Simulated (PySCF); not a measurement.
Ligands exchanged one at a time, Sn F-H. Gas-phase values, no solvent. Strings in code marks are SMILES.

The HOMO from two functionals at the same geometries (PBE0-D3(BJ)/def2-TZVP), both in PySCF: PBE-D3(BJ)/def2-TZVP and B3LYP-D3(BJ)/def2-TZVP. B3LYP has the VWN-RPA correlation part, as in Gaussian. 

| species | PBE-D3(BJ)/def2-TZVP (eV) |
|---|---|
| 0 of 4 F replaced by H | -10.25 |
| 1 of 4 F replaced by H | -9.29 |
| 2 of 4 F replaced by H (`[F][SnH2][F]`) | -8.30 |
| 3 of 4 F replaced by H (`[F][SnH3]`) | -7.88 |
| 4 of 4 F replaced by H (`[SnH4]`) | -7.93 |

What does B3LYP-D3(BJ)/def2-TZVP give for each?


- 0 of 4 F replaced by H: -12.11
- 1 of 4 F replaced by H: -10.81
- 2 of 4 F replaced by H (`[F][SnH2][F]`): -9.66
- 3 of 4 F replaced by H (`[F][SnH3]`): -9.17
- 4 of 4 F replaced by H (`[SnH4]`): -8.98
Over these rows, drawn at random from the members with no instability flagged (it was tested for open shells, ions and some series alone), PBE minus B3LYP-D3(BJ): mean +1.41 eV, from +1.04 eV to +1.85 eV.
